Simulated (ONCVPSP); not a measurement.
**gallium, ONCV: configuration errors across variants**

| Property | Result |
| --- | --- |
| Element | gallium (Ga) |
| Generator | ONCVPSP 4.0.1 |
| Type | optimised norm-conserving Vanderbilt (ONCV) |
| Functional | PBE |
| Relativity | scalar-relativistic |
| Frozen core | [Ne] 3s2 |
| Valence charge | 19 |
| Reference configuration | 3p6 3d10 4s2 4p1 |
| Partial waves | 4s: rc 2.00 bohr, ncon 4, nbas 8, qcut 3.1 1/bohr, 3 projectors, debl 2.6 Ha; 3p+4p: rc 1.05 bohr, ncon 4, nbas 9, qcut 14.4 1/bohr, 2 projectors; 3d: rc 0.85 bohr, ncon 5, nbas 9, qcut 19.9 1/bohr, 2 projectors, debl 3.2 Ha; f scattering state at 0.32 Ha: rc 1.75 bohr, ncon 3, nbas 7, qcut 6.6 1/bohr, 2 projectors, debl 0.6 Ha |
| Local potential | polynomial inside 0.75 bohr (lpopt 5, dvloc0 2 Ha) |
| Core correction | Teter function, fcfact 3, rcfact 1.1 |

All-electron excitation energies from the reference (eV): (1) 3p6 3d10 4s2 4p0 5.688; (2) 3p6 3d10 4s1 4p0 26.817; (3) 3p6 3d10 4s1 4p2 6.538.

A true bound ghost makes a file unfit for plane-wave use even where its test errors are small: the radial tests pick states by their node count and pass the ghost by.

Errors AE − PS in meV (a dash: test not solved or not reliable):

| change | (1) | (2) | (3) | bound ghosts | GHOST(+) flags above zero |
| --- | --- | --- | --- | --- | --- |
| base | 0.0 | -6.3 | -8.5 | none | s, f |
| f: debl 1.5 | 0.0 | -6.3 | -8.5 | none | s, f |
| core correction Teter function, fcfact 4, rcfact 1.2 | 0.0 | -6.3 | -8.5 | none | s, f |
| s: qcut 1.9; p: qcut 9; d: qcut 12.4; f: qcut 4.1 | -0.3 | -6.2 | -9.4 | none | s, f |
| s: nproj 2 | 0.0 | -6.4 | -8.5 | s | f |

(1) Give the same row for: d: rc 0.6; local potential polynomial inside 0.60 bohr (lpopt 5, dvloc0 2 Ha).

## Answers

(1) 0.0, -6.7, -8.5; bound ghosts: s; GHOST(+) flags above zero: f.
